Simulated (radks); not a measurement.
Results of a calculation; reference values are marked as such.
Xe7+, configuration [Kr] 4d10 5s1 (the NIST ground configuration).

Code: a radial shooting solver on a logarithmic mesh with Libxc functionals. Model: scalar-relativistic Kohn-Sham, PBE, spin-polarised, spherical densities, finite nucleus; open shells are filled with parallel spins first (spin-orbit coupling, left out, can overturn this in heavy ions); Fermi nuclear charge, rms radius 4.7859 fm.

Energy parts (Ry):
total: -14870.60770
kinetic: 15638.13758
electron-nucleus: -35664.63424
Hartree: 5523.33522
exchange-correlation: -367.44626

Orbitals (lengths in bohr, moments of r in powers of bohr; <r^-3> diverges for s and p1/2; r(max) is where P^2 peaks):
orbital  occ.  eigenvalue (Ry)   r(max)      <r^4>  <r^-3>      <r^2>
1s up       1        -2533.258  0.01716  2.434e-06       -  0.0009638
1s down     1        -2533.251  0.01716  2.434e-06       -  0.0009638
2s up       1        -400.1394  0.09696  0.0004121       -    0.01549
2s down     1        -400.1358  0.09696  0.0004121       -    0.01549
2p up       3        -359.7809  0.07780  0.0002985    6170    0.01228
2p down     3        -359.7771  0.07780  0.0002985    6170    0.01228
3s up       1        -87.34446   0.2789    0.01745       -     0.1072
3s down     1        -87.33868   0.2789    0.01745       -     0.1072
3p up       3        -74.30607   0.2728    0.01830    1191     0.1074
3p down     3        -74.30015   0.2728    0.01830    1191     0.1073
3d up       5        -54.97025   0.2259    0.01579   164.1    0.09318
3d down     5        -54.96484   0.2259    0.01579   164.1    0.09317
4s up       1        -21.31894   0.6602     0.4846       -     0.5760
4s down     1        -21.30389   0.6603     0.4826       -     0.5752
4p up       3        -17.17386   0.6921     0.6494   240.4     0.6577
4p down     3        -17.15556   0.6921     0.6447   240.8     0.6558
4d up       5        -11.10271   0.7444      1.183   26.14     0.8534
4d down     5        -11.07326   0.7439      1.163   26.30     0.8471
5s up       1         -7.38178    1.501      11.29       -      2.846
5s down     0         -7.27176    1.500      11.16       -      2.832

The highest occupied level is 5s up at -100.43 eV. The electron density at the nucleus is 2.806e+05 e/bohr^3 (large components only).
